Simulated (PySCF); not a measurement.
Electron correlation in In (indium, neutral)

[Kr] 4d10 5s1 5p1 6s1, high-spin 4P determinant (an excited configuration). All numbers are calculated (PySCF 2.14, scalar relativity by spin-free X2C-1e, in x2c-TZVPPall with one added diffuse shell each of s, p, d, f type (9s7p5d3f, 76 functions)). Frozen: [Kr] 4d10; 3 electrons correlated.

| level | correlation energy (mhartree) |
| --- | --- |
| CCSD | -9.93 |
| (T) | -0.10 |
| CCSD(T) | -10.03 |

Diagnostics: T1 = 0.0094, D1 = 0.0208, largest double amplitude 0.041.

Question: Is a single reference adequate?

Answer: Yes, within this model without spin-orbit coupling: T1 lies below 0.03 and no double amplitude reaches 0.07.
